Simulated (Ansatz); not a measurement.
Compare A (`[CH3][GeH2][C](=N)Cl`) with its isomer B (`C=[CH][GeH]([NH2])[Cl]`).

Computed with Ansatz on PBE0-D4/def2-TZVP structures; ΔE is electronic, products minus reactants. CCSD(T)/CBS adds triple-zeta CCSD(T) − MP2 to the extrapolated MP2 energy (def2 sets, frozen cores). DFT in def2-TZVPP. B3LYP here is the variant with VWN-RPA as its local correlation; programs differ in this. For Ge outer-core shells are correlated without core-valence functions, which leaves a few kJ/mol of doubt a bond. Scalar relativity is left out up to krypton. One conformer a species, not always the lowest.

Problem. Which is lower in electronic energy at CCSD(T)/CBS, and by how much? (Estimate.)

Solution. The calculation gave: B, by 38.3 kcal/mol.

Problem. Give E(B) − E(A) in kcal/mol with ωB97M-V, CCSD/def2-TZVPP, PBE0-D4, B3LYP, CCSD(T)/def2-TZVPP, r2SCAN-D4, MP2/def2-TZVPP. (Estimate.)

Solution. The calculation gave: ωB97M-V -37.2, CCSD/def2-TZVPP -38.8, PBE0-D4 -35.6, B3LYP -36.0, CCSD(T)/def2-TZVPP -37.5, r2SCAN-D4 -35.1, MP2/def2-TZVPP -38.6. None reverses the order clearly.

Largest T1 diagnostic: 0.012.

In def2-TZVPP, CCSD(T) changes the Hartree–Fock value by +6.3 kcal/mol (the triples alone add +1.3 kcal/mol) and MP2 by +5.2 kcal/mol. From PBE to PBE0 (25 % exact exchange), in def2-TZVPP and without D4, E(B) − E(A) moves by −3.6 kcal/mol.
